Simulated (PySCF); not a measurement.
Dipole response of Cu (copper, neutral)

[Ar] 3d9 4s2, 2D determinant (an excited configuration). All numbers are calculated (PySCF 2.14, scalar relativity by spin-free X2C-1e, in aug-cc-pVDZ-DK (7s6p4d2f, 59 functions)). Coupled (time-dependent) response in atomic units; α is the mean over directions. A double-zeta set is small for polarisabilities.

```tsv
method	mean α (bohr³)	α xx, yy, zz	C₆ (like pair)	S(−4)
UHF	55.53	56.08, 56.08, 54.43	456.5	1661
PBE	41.46	41.86, 41.86, 40.66	308.4	887.7
PBE0	44.26	44.73, 44.73, 43.30	336.2	1019
BP86	40.47	40.85, 40.85, 39.73	298.6	840.2
```

S(−4) is the Cauchy moment in α(ω) = α(0) + S(−4) ω² + …

α(iu) at UHF:

```tsv
u (hartree)	α(iu) (bohr³)
0	55.53
0.0500	51.70
0.100	43.04
0.200	26.52
0.300	16.87
0.500	8.608
0.750	4.972
1.00	3.418
1.50	2.059
2.00	1.439
3.00	0.8492
5.00	0.4155
```

A single London oscillator, α(iu) = α/(1 + u²/ω²), gives C₆ = (3/4) ω α². Matching the computed C₆ needs ω = 4 × 456.5 / (3 × 55.53²) = 0.197 hartree.

The components differ because the open shell of this determinant is not spherical; for a pure term their mean is the scalar polarisability.
